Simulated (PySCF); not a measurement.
C₃HF₄, SMILES F/C=[C]/C(F)(F)F, multiplicity 2. Atoms are numbered in the order given.

```xyz
8

F      0.2617     2.8980     0.0000
C     -0.2918     1.6911     0.0000
C      0.3956     0.5691     0.0000
C      0.0544    -0.8671     0.0000
F      0.5376    -1.4945    -1.0805
F      0.5376    -1.4945     1.0805
F     -1.2877    -1.0284     0.0000
H     -1.3911     1.7170     0.0000
```
Charge 0, spin multiplicity 2.

Geometry optimised at B3LYP-D3(BJ)/def2-SVP. The isomer is the one that the SMILES or the coordinates give; other isomers of the formula were not compared.

Calculation: B3LYP/pcH-1 in PySCF.

Unrestricted Kohn–Sham, ⟨S²⟩ = 0.760. Hyperfine tensors hold the contact and dipolar terms, without spin-orbit corrections.

Question: Estimate the hyperfine couplings. (An estimate is asked for; the answer gives what the named calculation found.)

Answer: 
```json
[
 {"nucleus": "19F no. 1", "A(iso) (MHz)": "118.2", "A(iso) (G)": "42.2", "dipolar principal values (MHz)": "-90.7, -19.8, 110.5"},
 {"nucleus": "13C no. 2", "A(iso) (MHz)": "-40.0", "A(iso) (G)": "-14.3", "dipolar principal values (MHz)": "-23.6, -0.7, 24.3"},
 {"nucleus": "13C no. 3", "A(iso) (MHz)": "341.7", "A(iso) (G)": "121.9", "dipolar principal values (MHz)": "-83.8, -60.0, 143.8"},
 {"nucleus": "13C no. 4", "A(iso) (MHz)": "11.6", "A(iso) (G)": "4.1", "dipolar principal values (MHz)": "-5.2, -4.6, 9.8"},
 {"nucleus": "19F no. 5", "A(iso) (MHz)": "2.6", "A(iso) (G)": "0.9", "dipolar principal values (MHz)": "-13.5, -3.7, 17.2"},
 {"nucleus": "19F no. 6", "A(iso) (MHz)": "2.6", "A(iso) (G)": "0.9", "dipolar principal values (MHz)": "-13.5, -3.7, 17.2"},
 {"nucleus": "19F no. 7", "A(iso) (MHz)": "120.0", "A(iso) (G)": "42.8", "dipolar principal values (MHz)": "-95.8, -89.8, 185.5"},
 {"nucleus": "1H no. 8", "A(iso) (MHz)": "110.1", "A(iso) (G)": "39.3", "dipolar principal values (MHz)": "-6.6, -0.4, 6.9"}
]
```
